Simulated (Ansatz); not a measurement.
A geometry relaxed with Ansatz (a program for electronic structure) with B3LYP-D3(BJ)/def2-TZVP, charge 0, multiplicity 1:

```xyz
8

S      2.0382    -1.0763     0.3095
C      0.5322     0.6628    -0.5393
H     -1.6695    -1.4099     0.2843
C     -0.9457    -0.6489     0.0368
S      2.0761     1.0211     0.2354
C      0.5072    -0.7180    -0.4905
C     -0.9215     0.6837    -0.0103
H     -1.6171     1.4858     0.1821
```

Problem. Write the SMILES of this molecule.

Solution. `C1=Cc2ssc21`
